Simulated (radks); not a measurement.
Results of a calculation; reference values are marked as such.
Polarisability of the thallium ion Tl+, [Hg], at imaginary frequency. Code: a radial shooting solver on a logarithmic mesh with Libxc functionals. Model: scalar-relativistic Kohn-Sham, LB94 model potential, spin-polarised, spherical densities, finite nucleus; Fermi nuclear charge, rms radius 5.4759 fm. Response by self-consistent Sternheimer equations with the Hartree and adiabatic LDA kernel, the relativistic mass of each level held fixed and spin-orbit coupling left out.

w (hartree),alpha1(iw) (bohr^3),alpha2(iw) (bohr^5)
0.00266,17.16,71.43
0.0143,17.14,71.40
0.0360,17.06,71.23
0.0697,16.78,70.68
0.118,16.15,69.32
0.186,14.92,66.45
0.280,13.02,61.16
0.413,10.62,52.75
0.605,8.112,41.52
0.892,5.835,29.30
1.35,3.904,18.38
2.12,2.328,10.11
3.59,1.150,4.632
6.94,0.4290,1.550
17.5,0.1032,0.2847

Static values: alpha1 = 17.16 bohr^3 (2.542 angstrom^3; uncoupled 34.43), alpha2 = 71.43 bohr^5, alpha3 = 691.8 bohr^7. C6 = 134.7, C8 = 3097, triple-dipole C9 = 1555 atomic units. One-pole (London) frequency 4 C6 / (3 alpha1^2) = 0.610 hartree, against 0.830 for minus the highest occupied eigenvalue.
